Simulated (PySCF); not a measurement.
## From computed data to an observable: entropy of an ideal gas

C3H5, SMILES [CH]=CC, multiplicity 2.

Geometry optimised at PBE0-D3(BJ)/def2-TZVP. The isomer is the one that the SMILES or the coordinates give; other isomers of the formula were not compared.

PBE0-D3(BJ)/def2-TZVP run with PySCF gives the harmonic wavenumbers 199, 406, 616, 797, 826, 942, 1059, 1118, 1268, 1396, 1475, 1475, 1705, 3042, 3048, 3103, 3148, 3267 cm⁻¹ and the rotational temperatures 2.7869, 0.4609, 0.4167 K. The molar mass is 41.07 g/mol, the symmetry number 1, the spin multiplicity 2.

Work out the entropy at 298.15 K and 1 atm in the rigid-rotor, harmonic-oscillator model.


Translation (Sackur–Tetrode at 1 atm): S = R[1.5 ln M + 2.5 ln T − 1.16487] = 155.1 J/(mol K).
Rotation: q = (√π/σ) T^1.5/√(θA θB θC) = 12500, S = R[ln q + 3/2] = 90.9 J/(mol K).
Vibration: with u = 1.4388 ν/T, each mode gives R[u/(e^u − 1) − ln(1 − e^−u)]:
```csv
ν (cm⁻¹),modes,u,S (J/(mol K))
199,1,0.96,8.96
406,1,1.96,3.94
616,1,2.97,1.77
797,1,3.85,0.88
826,1,3.99,0.78
942,1,4.55,0.49
1059,1,5.11,0.31
1118,1,5.40,0.24
1268,1,6.12,0.13
1396,1,6.74,0.08
1475,2,7.12,0.11
1705,1,8.23,0.02
```
The stiffer modes add less than 0.005 each. Sum 17.7 J/(mol K).
Spin: R ln 2 = 5.8 J/(mol K).
Total 269.4 J/(mol K); the program's own thermochemistry gives 269.4. Translation makes up 58 % and vibration 7 %. Anharmonicity, hindered rotation and orbital degeneracy are left out.
